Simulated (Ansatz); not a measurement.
MoBr₄⁺. Total charge 1; doublet. Geometry PBE-D4/def2-SVP, that of the neutral triplet; atoms count from 1.

```xyz
5

Mo    0.000    0.000    0.000
Br    0.954   -1.135    1.880
Br   -1.389    1.792    0.770
Br   -1.317   -1.538   -1.277
Br    1.752    0.882   -1.373
```

In the def2 sets Mo takes a core potential; there is no spin–orbit coupling.

Question: Estimate the Mulliken populations from the PBE0/def2-TZVP orbitals of Ansatz.

Answer: 
```json
{"atom": "Mo1", "charge (e)": "0.98", "spin (α − β)": "0.96", "d electrons": "4.14"}
{"atom": "Br2", "charge (e)": "0.00", "spin (α − β)": "0.01", "d electrons": "–"}
{"atom": "Br3", "charge (e)": "0.00", "spin (α − β)": "0.01", "d electrons": "–"}
{"atom": "Br4", "charge (e)": "0.00", "spin (α − β)": "0.01", "d electrons": "–"}
{"atom": "Br5", "charge (e)": "0.00", "spin (α − β)": "0.01", "d electrons": "–"}
```
Mulliken values depend strongly on the basis.

Question: Where does the spin sit?

Answer: Summed by element: Mo 0.96, Br 0.04, of 1 unpaired in all. Largest on single atoms: Mo1 0.96, Br2 0.01, Br4 0.01.

Question: And the Mayer bond orders between heavy atoms (over 0.3)?

Answer: Mo1–Br2 1.41 (2.39 Å); Mo1–Br3 1.41 (2.39 Å); Mo1–Br4 1.41 (2.39 Å); Mo1–Br5 1.41 (2.39 Å).
